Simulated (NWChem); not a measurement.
System: C$_{4}$H$_{10}$B, doublet; SMILES C([B]CC)C

Output (shortened):

```
             Northwest Computational Chemistry Package (NWChem) 7.3.0
             --------------------------------------------------------

 C1  symmetry detected

                             Geometry "geometry" -> ""
                             -------------------------

 Output coordinates in angstroms (scale by  1.889725989 to convert to a.u.)

  No.       Tag          Charge          X              Y              Z
 ---- ---------------- ---------- -------------- -------------- --------------
    1 C                    6.0000    -0.00924334     2.57706008    -0.01087030
    2 C                    6.0000    -0.35574394     1.09218318     0.01585956
    3 B                    5.0000     0.79337318     0.04622930    -0.00659323
    4 C                    6.0000     0.72169059    -1.50988931     0.00354474
    5 C                    6.0000    -0.65842556    -2.17064715    -0.00842003
    6 H                    1.0000     0.61949415     2.85339805     0.84930228
    7 H                    1.0000     0.55806313     2.83569198    -0.91800444
    8 H                    1.0000    -0.90821153     3.21316539     0.01369059
    9 H                    1.0000    -0.96583321     0.84397326     0.91078569
   10 H                    1.0000    -1.02679215     0.82593613    -0.82847442
   11 H                    1.0000     1.30802188    -1.83808109     0.88501988
   12 H                    1.0000     1.33847977    -1.86706499    -0.84415455
   13 H                    1.0000    -1.23053156    -1.89342382    -0.90790511
   14 H                    1.0000    -1.25944427    -1.86688990     0.86316631
   15 H                    1.0000    -0.58977862    -3.27009225     0.00885606

 Effective nuclear repulsion energy (a.u.)     155.2059252625

                                 NWChem DFT Module
                                 -----------------

 Summary of "ao basis" -> "ao basis" (spherical)
 ------------------------------------------------------------------------------
       Tag                 Description            Shells   Functions and Types
 ---------------- ------------------------------  ------  ---------------------
 C                           6-31g*                  6       14   3s2p1d
 B                           6-31g*                  6       14   3s2p1d
 H                           6-31g*                  2        2   2s

            General Information
            -------------------
          SCF calculation type: DFT
          Wavefunction type:  spin polarized.
          No. of atoms     :    15
          No. of electrons :    39
           Alpha electrons :    20
            Beta electrons :    19
          Charge           :     0
          Spin multiplicity:     2
          Use of symmetry is: off; symmetry adaption is: off
          Maximum number of iterations: 150
          AO basis - number of functions:    90
                     number of shells:    50
          Convergence on energy requested:  1.00D-06
          Convergence on density requested:  1.00D-05
          Convergence on gradient requested:  5.00D-04

              XC Information
              --------------
                      r^2SCAN Method XC Functional
               r^2SCAN metaGGA Exchange Functional  1.000
                     r^2SCAN Correlation Potential  1.000

             Grid Information
             ----------------
          Grid used for XC integration:  coarse
          Radial quadrature: Mura-Knowles
          Angular quadrature: Lebedev.
          Tag              B.-S. Rad. Rad. Pts. Rad. Cut. Ang. Pts.
          ---              ---------- --------- --------- ---------
          C                   0.70       35          13.0       302
          B                   0.85       35           9.0       302
          H                   0.35       35          13.0       302
          Grid pruning is: on
          Number of quadrature shells:   525
          Spatial weights used:  Erf1

      Superposition of Atomic Density Guess
      -------------------------------------

 Sum of atomic energies:        -180.14943048

      Non-variational initial energy
      ------------------------------

 Total energy =    -183.306396
 1-e energy   =    -546.661276
 2-e energy   =     208.148955
 HOMO         =      -0.061622
 LUMO         =       0.033019

   convergence    iter        energy       DeltaE   RMS-Dens  Diis-err
 ---------------- ----- ----------------- --------- --------- ---------
 d= 0,ls=0.0,diis     1   -183.0414382677 -3.38D+02  6.50D-03  8.03D-02
                                                     2.73D-03  7.45D-02
 d= 0,ls=0.0,diis     2   -183.0855613025 -4.41D-02  8.56D-04  3.71D-03
                                                     9.18D-04  4.58D-03
 d= 0,ls=0.0,diis     3   -183.0858690322 -3.08D-04  5.77D-04  4.30D-03
                                                     4.41D-04  3.84D-03
 d= 0,ls=0.0,diis     4   -183.0880268205 -2.16D-03  1.12D-04  3.94D-05
                                                     7.18D-05  4.32D-05
 d= 0,ls=0.0,diis     5   -183.0880529776 -2.62D-05  2.96D-05  6.54D-06
                                                     3.53D-05  8.03D-06
  Resetting Diis
 d= 0,ls=0.0,diis     6   -183.0880576379 -4.66D-06  1.53D-05  1.29D-06
                                                     9.45D-06  8.85D-07
 d= 0,ls=0.0,diis     7   -183.0880583097 -6.72D-07  5.86D-06  9.87D-08
                                                     5.60D-06  1.35D-07

         Total DFT energy =     -183.088058309740
      One electron energy =     -551.589423074582
           Coulomb energy =      242.660873982304
    Exchange-Corr. energy =      -29.365434480007
 Nuclear repulsion energy =      155.205925262544

 Numeric. integr. density =       38.999850360619

                    DFT Final Alpha Molecular Orbital Analysis
                    ------------------------------------------

 Vector   18  Occ=1.000000D+00  E=-3.086312D-01
              MO Center= -4.6D-02,  1.1D+00,  2.2D-03, r^2= 4.8D+00
   Bfn.  Coefficient  Atom+Function         Bfn.  Coefficient  Atom+Function
  ----- ------------  ---------------      ----- ------------  ---------------
     5      0.289316   1 C  pz               19     -0.248994   2 C  pz
    71      0.172112   6 H  s                73     -0.171039   7 H  s
     9      0.165320   1 C  pz               47      0.161706   4 C  pz
    78     -0.159852   9 H  s                80      0.160241  10 H  s
    72      0.157256   6 H  s                79      0.157490  10 H  s

 Vector   19  Occ=1.000000D+00  E=-2.663954D-01
              MO Center=  2.1D-01, -6.3D-02,  3.1D-03, r^2= 4.4D+00
   Bfn.  Coefficient  Atom+Function         Bfn.  Coefficient  Atom+Function
  ----- ------------  ---------------      ----- ------------  ---------------
    32      0.324071   3 B  py               46     -0.295003   4 C  py
    17      0.225238   2 C  px               18     -0.186264   2 C  py
    50     -0.182230   4 C  py               76      0.148479   8 H  s
     4      0.137750   1 C  py               75      0.133475   8 H  s
    60      0.127079   5 C  py               21      0.124990   2 C  px

 Vector   20  Occ=1.000000D+00  E=-1.374476D-01
              MO Center=  9.6D-01,  1.3D-01, -1.1D-02, r^2= 2.3D+00
   Bfn.  Coefficient  Atom+Function         Bfn.  Coefficient  Atom+Function
  ----- ------------  ---------------      ----- ------------  ---------------
    31      0.459250   3 B  px               34      0.453142   3 B  s
    35      0.399226   3 B  px               32      0.172048   3 B  py
    48     -0.159893   4 C  s                36      0.158228   3 B  py
    17     -0.149756   2 C  px                6     -0.145259   1 C  s
    20     -0.140504   2 C  s                62      0.138620   5 C  s

 Vector   21  Occ=0.000000D+00  E=-4.386950D-02
              MO Center=  7.1D-01,  2.0D-02, -3.5D-03, r^2= 2.4D+00
   Bfn.  Coefficient  Atom+Function         Bfn.  Coefficient  Atom+Function
  ----- ------------  ---------------      ----- ------------  ---------------
    37      0.625257   3 B  pz               33      0.508748   3 B  pz
    78     -0.248884   9 H  s                80      0.241619  10 H  s
    82     -0.219658  11 H  s                84      0.207689  12 H  s
    77     -0.105324   9 H  s                81     -0.104777  11 H  s
    79      0.103054  10 H  s                83      0.100630  12 H  s

[...]

                         DFT ENERGY GRADIENTS

    atom               coordinates                        gradient
                 x          y          z           x          y          z
   1 C      -0.017467   4.869937  -0.020542   -0.001650  -0.006474   0.000119
   2 C      -0.672259   2.063927   0.029970    0.003994   0.006942  -0.000139
   3 B       1.499258   0.087361  -0.012459   -0.003057  -0.002055   0.000094
   4 C       1.363797  -2.853277   0.006699   -0.006363  -0.001763  -0.000073
   5 C      -1.244244  -4.101928  -0.015912    0.006285   0.003679   0.000042
   6 H       1.170674   5.392140   1.604949    0.001329   0.000989   0.001698
   7 H       1.054586   5.358681  -1.734777    0.001213   0.000948  -0.001822
   8 H      -1.716271   6.072002   0.025871   -0.001555   0.001284   0.000036
   9 H      -1.825160   1.594878   1.721135   -0.000246  -0.001407   0.001344
  10 H      -1.940356   1.560793  -1.565590   -0.000319  -0.001448  -0.001290
  11 H       2.471803  -3.473470   1.672445    0.001709   0.000424   0.001295
  12 H       2.529360  -3.528241  -1.595221    0.001786   0.000356  -0.001255
  13 H      -2.325367  -3.578052  -1.715692   -0.001566   0.000199  -0.001750
  14 H      -2.380005  -3.527910   1.631148   -0.001620   0.000232   0.001673
  15 H      -1.114520  -6.179578   0.016736    0.000058  -0.001906   0.000026
```

Level: r2SCAN/6-31G* (spherical d), spin-unrestricted. Coordinates come from a PBE0/def2-SVP, spin-unrestricted optimisation. Not confirmed as a minimum by frequencies. No stability test was run on the SCF state.

**Question.** Which NWChem input produces such a log?

**Answer.** This is not unique; one that fits is the input that was run:
```
start job
memory heap 200 mb stack 900 mb global 1100 mb
geometry units angstroms noautoz
  C      0.012022     2.578220    -0.011184
  C     -0.351745     1.097485     0.015908
  B      0.785064     0.038198    -0.007970
  C      0.695245    -1.516979     0.002196
  C     -0.692499    -2.161591    -0.008129
  H      0.644977     2.847160     0.848240
  H      0.581213     2.830263    -0.918992
  H     -0.879434     3.224768     0.014485
  H     -0.963609     0.856363     0.911560
  H     -1.026871     0.839128    -0.827626
  H      1.278770    -1.852034     0.882951
  H      1.306803    -1.881282    -0.846260
  H     -1.262416    -1.877666    -0.906913
  H     -1.288882    -1.850888     0.864193
  H     -0.636662    -3.261763     0.009023
end
basis spherical
  C library 6-31g*
  B library 6-31g*
  H library 6-31g*
end
dft
  odft
  mult 2
  xc r2scan
  iterations 150
  grid coarse
end
task dft gradient
```
